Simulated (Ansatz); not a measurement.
Species: trifluoromethylgermane, CH3F3Ge, charge 0, multiplicity 1. SMILES: F[C](F)(F)[GeH3]
Geometry: optimised at B3LYP-D3(BJ)/def2-TZVP (Ansatz, a first-principles code).

Computed values are from Ansatz. Valence correlation only, unless marked. Open shells are spin-unrestricted. Spin-orbit coupling is left out. The frozen core is the preceding noble-gas configuration, with the filled d and f shells of earlier blocks. No relativistic terms. CBS(X,Y): correlation extrapolated as X^-3; Hartree-Fock from the larger set. The bracket is a focal-point correction in the basis named.

| Quantity | Result |
|---|---|
| atomisation energy De | 630.9 kcal/mol at CCSD(T)/CBS(aug-cc-pVTZ,aug-cc-pVQZ) |
| vertical ionisation energy (to the doublet) | 12.13 eV at RI-MP2/CBS(aug-cc-pVTZ,aug-cc-pVQZ)+[CCSD(T)-MP2]/aug-cc-pVTZ |
| vertical triplet-singlet gap | 7.94 eV at RI-MP2/CBS(aug-cc-pVTZ,aug-cc-pVQZ)+[CCSD(T)-MP2]/aug-cc-pVTZ |
| total energy | -2414.7270 Eh at CCSD(T)/CBS(aug-cc-pVTZ,aug-cc-pVQZ) |
| dipole moment | 2.31 D at CCSD(T)/aug-cc-pVDZ |
| T1 diagnostic | 0.013 at CCSD/aug-cc-pVQZ |
